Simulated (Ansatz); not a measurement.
```xyz
10

Al   -1.263   -0.916   -1.049
C     0.401   -0.545   -0.073
Cl    0.884   -0.052   -1.807
Ge    0.647    0.969    1.136
H    -1.475   -2.368   -1.638
H    -2.336    0.244   -1.113
H     1.053   -1.384    0.167
H     2.114    1.432    1.161
H     0.228    0.496    2.539
H    -0.253    2.124    0.677
```

Total charge 0; spin multiplicity 1. The bonds changed during the relaxation, so this is another structure than the one it started from.

Question: List the ωB97M-V/def2-TZVPP orbital energies in eV (the Gaussian-basis code of Ansatz). (Best estimate.)

Answer: Ansatz gave: Occupied: -10866.60, -2772.86, -1531.93, -1362.46, -1210.18, -1210.18, -1210.17, -282.70, -263.21, -200.71, -200.56, -200.52, -174.24, -123.48, -123.47, -123.47, -116.54, -76.20, -76.03, -76.00, -36.29, -36.28, -36.28, -36.21, -36.21, -27.12, -21.32, -18.04, -15.55, -14.29, -13.29, -12.38, -12.07, -11.88, -11.07, -10.61, -10.00. Lowest empty: 0.77, 1.57, 2.24, 2.69, 2.91, 3.31, 3.32, 3.64.
